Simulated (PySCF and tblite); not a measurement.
Results of a calculation; reference values are marked as such.
## Ring inversion: stationary points, barriers and rates

System: C₅H₇NS, numbered as in [N:1]#[C:2][C@@H:3]1[CH2:4][CH2:5][S:6][CH2:7]1.

Motion: inversion of the 5-membered ring (3–4–5–6–7). Level: PBE/pcSseg-1 + D3(BJ) on GFN2-xTB stationary points, with GFN2-xTB thermal terms. Rate constants are transition-state-theory values, counting equivalent paths, without tunnelling. Programs: tblite and PySCF.

```tsv
point	symmetry	E(GFN2) kcal/mol	E(DFT) kcal/mol	ZPE change kcal/mol	lowest mode cm⁻¹	dipole D
start (twist)	C1	0.0	0.0	0.00	79	2.84
saddle (between envelope and twist)	C1	1.8	1.8	-0.03	43i	2.76
end (between envelope and twist)	C1	0.3	0.1	-0.03	62	3.73
```

| Property | Result |
| --- | --- |
| Electronic barrier | 1.8 kcal/mol |
| Barrier with zero-point energy | 1.8 kcal/mol |
| ΔH‡ (298 K) | 1.3 kcal/mol |
| ΔS‡ (298 K, symmetry apart) | -3.4 cal/(mol K) |
| Paths | 1 equivalent path |
| End point | a different minimum |
| Mean lifetime of the start against this motion at 298 K | 7.5 ps |
| Cost | 80 s on 1 thread of Intel Xeon Platinum 8488C (shared host) (rough), peak memory 0.65 GiB, launched as `OMP_NUM_THREADS=1 python ens_run.py task.json out` |

```json
{"T/K": "150", "ΔG‡ kcal/mol": "1.9", "k s⁻¹": "4.6×10⁹", "ΔG kcal/mol": "0.1", "k back s⁻¹": "7.6×10⁹"}
{"T/K": "200", "ΔG‡ kcal/mol": "2.0", "k s⁻¹": "2.5×10¹⁰", "ΔG kcal/mol": "0.2", "k back s⁻¹": "3.7×10¹⁰"}
{"T/K": "250", "ΔG‡ kcal/mol": "2.1", "k s⁻¹": "6.8×10¹⁰", "ΔG kcal/mol": "0.2", "k back s⁻¹": "1×10¹¹"}
{"T/K": "298", "ΔG‡ kcal/mol": "2.3", "k s⁻¹": "1.3×10¹¹", "ΔG kcal/mol": "0.2", "k back s⁻¹": "1.9×10¹¹"}
{"T/K": "350", "ΔG‡ kcal/mol": "2.4", "k s⁻¹": "2.3×10¹¹", "ΔG kcal/mol": "0.2", "k back s⁻¹": "3.2×10¹¹"}
{"T/K": "400", "ΔG‡ kcal/mol": "2.6", "k s⁻¹": "3.3×10¹¹", "ΔG kcal/mol": "0.3", "k back s⁻¹": "4.7×10¹¹"}
{"T/K": "500", "ΔG‡ kcal/mol": "2.9", "k s⁻¹": "5.8×10¹¹", "ΔG kcal/mol": "0.3", "k back s⁻¹": "8×10¹¹"}
```

ΔG and ΔG‡ leave out symmetry numbers and mirror images; rates count paths: 1 out, 1 back.

The barrier is low, and the GFN2-xTB saddle may lie off the DFT one, so take it as rough.
